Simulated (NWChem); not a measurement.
Molecule: CH₃ClSi, singlet; SMILES C[Si]Cl

Program: NWChem. Low-valent species are run as closed-shell singlets; no triplet was tried in these runs. Structure relaxed at the PBE0/def2-SVP level. Ions are spin-unrestricted doublets at the neutral geometry; other ion states weren't tried.

Problem. What does the run give for PBE/def2-SVP? Quantities: vertical ionisation energy, ΔSCF (eV); −ε(HOMO) (eV).

Solution. The vertical ionisation energy, ΔSCF (eV) comes out as 8.69. The −ε(HOMO) (eV) is 5.51.
